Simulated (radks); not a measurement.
Spherical quantum dot in the effective-mass picture: electrons in a parabolic well V = omega^2 r^2 / 2 with omega = 3.71, with a point charge +1 (a donor) at the centre, all in effective atomic units (hartree* = m*/eps^2 hartree, bohr* = eps/m* bohr), one dielectric constant everywhere. Method: non-relativistic Kohn-Sham, PBE, spin-polarised, spherical densities; computed with a radial shooting solver with Libxc functionals. Levels are named by radial order and angular momentum (1s, 1p, 1d, 2s, ...), and open shells are averaged over m. Each electron was tried in the lowest free levels, single moves between levels near the top were tried too, and the lowest total energy was kept; such a search can miss a lower state. At N = 1 the Hartree and exchange-correlation terms need not cancel, so that row can carry a self-interaction error.

N                         open shells  2S  E (hartree*)  addition energy mu(N+1) - mu(N) (hartree*)  e(HOMO) (hartree*)  rms radius (bohr*)
1                    1s(up 1, down 0)   1       3.24429                                       1.658              3.8716              0.5720
2                                none   0       8.14640                                       5.267              5.4990              0.5954
3                    1p(up 1, down 0)   1       18.3150                                      0.9664              10.643              0.6867
4                    1p(up 2, down 0)   2       29.4501                                      0.9953              11.631              0.7342
5                    1p(up 3, down 0)   3       41.5804                                       1.314              12.630              0.7663
6                    1p(up 3, down 1)   2       55.0243                                      0.9106              13.892              0.7923
7                    1p(up 3, down 2)   1       69.3788                                      0.9354              14.821              0.8136
8                                none   0       84.6687                                       3.795              15.760              0.8320
9                    2s(up 1, down 0)   1       103.754                                      0.9570              19.501              0.8638
10                               none   0       123.795                                      0.9888              20.452              0.8906
11                   1d(up 1, down 0)   1       144.826                                      0.7933              21.427              0.9139
12                   1d(up 2, down 0)   2       166.650                                      0.7932              22.221              0.9342
13                   1d(up 3, down 0)   3       189.267                                      0.7849              23.013              0.9524
14  1d(up 5, down 0) 2s(up 1, down 0)   6       212.669                                      0.7990              23.776              0.9688
15                   1d(up 5, down 0)   5       236.870                                      0.9976              24.591              0.9841
16                   1d(up 5, down 1)   4       262.068                                      0.7526              25.575              0.9985
17                   1d(up 5, down 2)   3       288.020                                      0.7531              26.328               1.012
18                   1d(up 5, down 3)   2       314.724                                      0.7515              27.080               1.025
19                   1d(up 5, down 4)   1       342.179                                      0.7488              27.831               1.037
20                               none   0       370.384                                       3.442              28.578               1.048
21                   1f(up 1, down 0)   1       402.030                                      0.6788              31.986               1.064
22                   1f(up 2, down 0)   2       434.355                                      0.6775              32.664               1.079
23                   1f(up 3, down 0)   3       467.358                                      0.6757              33.341               1.093
24                   1f(up 4, down 0)   4       501.036                                      0.6735              34.015               1.106
25                   1f(up 5, down 0)   5       535.388                                      0.6711              34.688               1.119
26                   1f(up 6, down 0)   6       570.411                                      0.6684              35.358               1.130
27                   1f(up 7, down 0)   7       606.103                                      0.8581              36.025               1.142
28                   1f(up 7, down 1)   6       642.652                                      0.6486              36.874               1.153
29                   1f(up 7, down 2)   5       679.850                                      0.6477              37.522               1.163
30                   1f(up 7, down 3)   4       717.696                                      0.6464              38.169               1.174
31                   1f(up 7, down 4)   3       756.188                                      0.6447              38.815               1.183
32                   1f(up 7, down 5)   2       795.325                                      0.6427              39.458               1.193
33                   1f(up 7, down 6)   1       835.104                                           -              40.100               1.202

All shells are closed at N = 2, 8, 10, 20 (there: 1s2 1p6 1d10 2s2); the second difference of the energy has clear peaks (12 % above both neighbours; the first and last values, which can be the largest, are not judged, and half-filled shells can peak too) at N = 2, 5, 8, 15, 20, 27.
